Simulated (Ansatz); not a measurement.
```yaml
crystal:
  periodic: [false, false, false]
  atoms:
    - {symbol: C, position_ang: [6.984234, 0.951301, -1.398549]}
    - {symbol: C, position_ang: [6.586097, 0.114411, -0.161243]}
    - {symbol: C, position_ang: [7.244097, 0.742172, 1.079920]}
    - {symbol: C, position_ang: [7.120495, -1.327624, -0.318820]}
    - {symbol: C, position_ang: [5.051557, 0.074861, -0.049473]}
    - {symbol: C, position_ang: [4.283187, -0.466929, -1.104987]}
    - {symbol: C, position_ang: [2.882328, -0.522887, -1.054551]}
    - {symbol: C, position_ang: [2.226006, -0.027983, 0.077956]}
    - {symbol: I, position_ang: [0.017563, -0.063161, 0.499309]}
    - {symbol: C, position_ang: [-2.211258, -0.099606, 0.198604]}
    - {symbol: C, position_ang: [-2.908195, -0.678104, -0.864363]}
    - {symbol: C, position_ang: [-4.315138, -0.673459, -0.846320]}
    - {symbol: C, position_ang: [-5.042310, -0.097584, 0.215111]}
    - {symbol: C, position_ang: [-6.580720, -0.066969, 0.254266]}
    - {symbol: C, position_ang: [-7.074520, -0.780011, 1.533842]}
    - {symbol: C, position_ang: [-7.207576, -0.769037, -0.962827]}
    - {symbol: C, position_ang: [-7.055497, 1.404453, 0.266665]}
    - {symbol: C, position_ang: [-4.303896, 0.478286, 1.273078]}
    - {symbol: C, position_ang: [-2.901347, 0.480612, 1.269050]}
    - {symbol: C, position_ang: [2.952534, 0.514145, 1.139504]}
    - {symbol: C, position_ang: [4.357060, 0.563287, 1.074661]}
    - {symbol: H, position_ang: [6.611412, 1.991971, -1.309855]}
    - {symbol: H, position_ang: [6.572307, 0.524865, -2.334815]}
    - {symbol: H, position_ang: [8.088736, 0.988514, -1.502893]}
    - {symbol: H, position_ang: [8.346128, 0.749844, 0.957484]}
    - {symbol: H, position_ang: [7.016052, 0.170749, 2.002514]}
    - {symbol: H, position_ang: [6.919301, 1.791207, 1.234127]}
    - {symbol: H, position_ang: [6.711366, -1.822469, -1.222034]}
    - {symbol: H, position_ang: [8.226893, -1.323757, -0.408698]}
    - {symbol: H, position_ang: [6.848290, -1.949442, 0.558135]}
    - {symbol: H, position_ang: [4.788703, -0.862031, -2.000528]}
    - {symbol: H, position_ang: [2.292847, -0.941307, -1.880984]}
    - {symbol: H, position_ang: [-2.348671, -1.126267, -1.696441]}
    - {symbol: H, position_ang: [-4.845187, -1.136899, -1.690371]}
    - {symbol: H, position_ang: [-6.692614, -0.292604, 2.452983]}
    - {symbol: H, position_ang: [-8.183342, -0.764956, 1.582350]}
    - {symbol: H, position_ang: [-6.743397, -1.838237, 1.551261]}
    - {symbol: H, position_ang: [-6.919099, -0.281557, -1.916048]}
    - {symbol: H, position_ang: [-6.915385, -1.837236, -1.019231]}
    - {symbol: H, position_ang: [-8.313373, -0.728925, -0.890735]}
    - {symbol: H, position_ang: [-8.163858, 1.455266, 0.302281]}
    - {symbol: H, position_ang: [-6.664765, 1.955672, 1.145285]}
    - {symbol: H, position_ang: [-6.715276, 1.938163, -0.643995]}
    - {symbol: H, position_ang: [-4.829724, 0.943984, 2.121551]}
    - {symbol: H, position_ang: [-2.355886, 0.943511, 2.111686]}
    - {symbol: H, position_ang: [2.438984, 0.910796, 2.034483]}
    - {symbol: H, position_ang: [4.905317, 0.998553, 1.921665]}
    - {symbol: O, position_ang: [-0.033175, -0.547240, -1.587850]}
    - {symbol: H, position_ang: [-0.147273, 0.339668, -1.992152]}
basis:
  gaussian: {orbitals: def2-mTZVPP, fitting: {mean_field: def2-universal-jkfit}}
hamiltonian: {xc: {name: HF}}
correlation: {method: mp2}
scf: {omitted_lower_state_checks: [starts]}
output: {forces: true}
```

```sh
$ ansatz run in.yaml --threads 2 --pin off --events-out ev --progress --plain --max-ram 32768MiB --backend cuda --devices 0, --max-vram 18GiB
```

Output, abridged:

```
Functional definition: HF
2281 factors; integrals over basis functions are off by at most 8.8e-1 eV
mean field evaluation 1: about -31129.1573 eV, gradient 7.6e1 eV
mean field evaluation 2: about -31141.4217 eV, gradient 3.9e1 eV
mean field evaluation 4: about -31145.0574 eV, gradient 4.5e0 eV
mean field evaluation 8: about -31145.1075 eV, gradient 2.8e-4 eV
mean field -31145.10746905 eV, -1144.5615885754 hartree, gradient 1.4e-6 eV, S^2 0.000000; 0 other end points of the search recorded, 0 dependent functions left out; unrestricted orbitals would lower it
25 core orbitals not correlated: weight in the atoms' cores, before any rotation towards them, 1.000 or more for the frozen orbitals, at most 0.000 for the correlated occupied ones
reference -31145.10746905 eV, -1144.5615885754 hartree; 65, 65 occupied and 485, 485 virtual orbitals, 2281 factors
second order -89.72327241 eV of doubles, -0.00000000 eV of singles
Total energy: -31234.83074145 eV, -1147.8588580197 hartree
Atom 0 force     0.086996     0.180037    -0.297527 eV/Å
Atom 1 force    -0.106850    -0.027002    -0.033711 eV/Å
Atom 2 force     0.166950     0.155121     0.303024 eV/Å
Atom 3 force     0.121699    -0.334029    -0.053711 eV/Å
Atom 4 force    -0.077759     0.003892     0.011180 eV/Å
Atom 5 force     0.151488    -0.056887    -0.166233 eV/Å
Atom 6 force    -0.166746    -0.121517    -0.154983 eV/Å
Atom 7 force     0.281891     0.036820    -0.167342 eV/Å
Atom 8 force     0.002940    -0.095577     0.124641 eV/Å
Atom 9 force    -0.296001     0.053783    -0.120596 eV/Å
Atom 10 force     0.146737    -0.163389    -0.152949 eV/Å
Atom 11 force    -0.117272    -0.040920    -0.177968 eV/Å
Atom 12 force     0.082023    -0.023603     0.007106 eV/Å
Atom 13 force     0.110756     0.031209     0.029062 eV/Å
Atom 14 force    -0.111060    -0.151728     0.309454 eV/Å
Atom 15 force    -0.165206    -0.171439    -0.300001 eV/Å
Atom 16 force    -0.108547     0.340552     0.021284 eV/Å
Atom 17 force    -0.125229     0.055791     0.146330 eV/Å
Atom 18 force     0.137085     0.117344     0.173896 eV/Å
Atom 19 force    -0.107643     0.115484     0.205213 eV/Å
Atom 20 force     0.081306     0.044442     0.155033 eV/Å
Atom 21 force     0.168556    -0.575292    -0.001197 eV/Å
Atom 22 force     0.221646     0.204984     0.531236 eV/Å
Atom 23 force    -0.582862    -0.044218     0.102774 eV/Å
Atom 24 force    -0.588632    -0.025244     0.019891 eV/Å
Atom 25 force     0.115611     0.268953    -0.525739 eV/Å
Atom 26 force     0.166410    -0.563431    -0.131330 eV/Å
Atom 27 force     0.216496     0.302901     0.482902 eV/Å
Atom 28 force    -0.588169     0.048556     0.058013 eV/Å
Atom 29 force     0.110831     0.377959    -0.452524 eV/Å
Atom 30 force    -0.291159     0.226246     0.515781 eV/Å
Atom 31 force     0.403795     0.228818     0.474895 eV/Å
Atom 32 force    -0.388307     0.241019     0.485347 eV/Å
Atom 33 force     0.317190     0.261113     0.482552 eV/Å
Atom 34 force    -0.203469    -0.242534    -0.525439 eV/Å
Atom 35 force     0.588696     0.012984    -0.076089 eV/Å
Atom 36 force    -0.141747     0.580533    -0.055714 eV/Å
Atom 37 force    -0.145384    -0.223026     0.539858 eV/Å
Atom 38 force    -0.150513     0.576525     0.080928 eV/Å
Atom 39 force     0.589667     0.002294     0.004428 eV/Å
Atom 40 force     0.587575    -0.078365    -0.025419 eV/Å
Atom 41 force    -0.208214    -0.334870    -0.464979 eV/Å
Atom 42 force    -0.149662    -0.334377     0.475629 eV/Å
Atom 43 force     0.304476    -0.262370    -0.494796 eV/Å
Atom 44 force    -0.305042    -0.260053    -0.485148 eV/Å
Atom 45 force     0.283368    -0.223307    -0.511647 eV/Å
Atom 46 force    -0.326598    -0.243023    -0.482886 eV/Å
Atom 47 force    -0.030790     0.454498     0.021318 eV/Å
Atom 48 force     0.038676    -0.325657     0.096154 eV/Å
Dipole moment:    -0.027216     0.260983     0.130606 e Å
Checks for a lower state left out: starts
```

Run time 16 s (2 threads of AMD EPYC 7R13 on a shared host and a share (18 GiB) of an NVIDIA H100 80GB HBM3), peak host memory 2.6 GiB.

In the def2 sets I takes a core potential; there is no spin–orbit coupling. Correlated methods freeze 25 core orbitals; core or outer-core shells of I are correlated, in sets that lack core-valence functions. The restricted singlet (for correlated methods, its reference) is unstable: a solution with broken spin symmetry lies lower.
